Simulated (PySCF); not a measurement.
Be(OMe)(SH), SMILES [SH][Be][O]C (CH4BeOS), singlet (CAM-B3LYP/def2-SVP optimised geometry):

```
8

Be    -0.588     0.185     0.000
O      0.797     0.185     0.000
C      2.176     0.195    -0.024
H      2.554     0.841    -0.835
H      2.585     0.572     0.929
H      2.576    -0.821    -0.184
S     -2.492     0.203     0.011
H     -2.585    -0.841    -0.842
```

Method: CAM-B3LYP/def2-TZVP in PySCF.

Problem. What are the frontier orbital energies and the dipole moment?

Solution. HOMO-2 -10.12 eV, HOMO-1 -9.98 eV, HOMO -8.57 eV, LUMO 0.36 eV, LUMO+1 1.42 eV; dipole moment 2.27 D.

On the same geometry PySCF 2.14.0 with PBE/def2-TZVP gives HOMO-2 -7.11 eV, HOMO-1 -7.01 eV, HOMO -6.02 eV, LUMO -0.92 eV, LUMO+1 -0.40 eV; dipole moment 2.18 D.

Meta-Löwdin charges at CAM-B3LYP/def2-TZVP: Be1 1.32, O2 -0.96, C3 -0.08, H4 0.11, H5 0.11, H6 0.11, S7 -0.70, H8 0.10.
